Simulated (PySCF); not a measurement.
BFH$_{5}$NSi (calculated)

All values are calculated (PySCF 2.14.0). Calculation on a computer-drawn molecule: the log of a Hartree-Fock and frozen-core CCSD(T) single point meant for a local Hartree-Fock minimum, with one planted fault or none, to be diagnosed. Offsets are logged minus clean, where the clean run is the same molecule without the fault. The reference is restricted for singlets and unrestricted otherwise, and also for a bond in bohr or an excited solution. Adding or removing an electron swaps singlet and doublet. The excited solution moves the top pair (singlet) or top alpha electron (doublet) to the lowest empty orbital. Highest occupied and lowest empty are orbital energies over both spins, largest force is the largest gradient component, triples share is (T) over the correlation energy, the T1 limit is 0.02 restricted and 0.045 unrestricted, electrons count all cores, a negative frequency is imaginary (commonest isotopes), and the dipole is about the centre of nuclear charge.

```xyz
9
formula=BFH5NSi meant_charge=0 meant_multiplicity=1 meant_basis=cc-pV(D+d)Z logged_electrons=40 logged_basis_functions=90 logged_SCF_converged=yes logged_spin_squared=0 logged_highest_occupied=-10.989 logged_lowest_empty=2.7298 logged_largest_force=2.411e-05 logged_lowest_frequency=57.089 logged_T1_diagnostic=0.014303 logged_D1_diagnostic=0.051453 logged_triples_share=0.022508 logged_CC_converged=yes logged_dipole_magnitude=3.7713 logged_SCF_stable_within_its_kind=yes logged_energy_HF=-470.51835 logged_energy_CCSD(T)=-471.11521 possible_faults=no_fault,one_electron_removed,one_electron_added,multiplicity_raised_by_two,geometry_at_a_saddle_point,SCF_held_on_an_excited_solution,minimal_basis_STO-3G,one_bond_length_entered_in_bohr,all_coordinates_scaled
N     -0.8494    -1.4860    -1.7845
B      0.4188    -1.4427    -1.2244
Si     1.2609    -3.0995    -0.3941
F      1.8243    -2.7466     1.0915
H     -1.4292    -2.3000    -1.7931
H     -1.2810    -0.6905    -2.2098
H      1.0148    -0.3988    -1.2627
H      2.4159    -3.5993    -1.1742
H      0.2999    -4.2168    -0.2257
```

Units: logged_highest_occupied, logged_lowest_empty in eV; logged_largest_force in hartree/bohr; logged_lowest_frequency in cm⁻¹; logged_dipole_magnitude in debye; logged_energy_HF, logged_energy_CCSD(T) in hartree.

Drawn bonds:
```csv
atom,other atom,order
1,2,1
2,3,1
3,4,1
1,5,1
1,6,1
2,7,1
3,8,1
3,9,1
```

## Withheld values
1. Which fault was planted in the run of BFH$_{5}$NSi?

Calculated values
1. no fault

Further results for BFH$_{5}$NSi:

| Property | Result |
| --- | --- |
| HF energy offset from clean run | 0 kcal/mol |
| CCSD(T) energy offset from clean run | 0 kcal/mol |
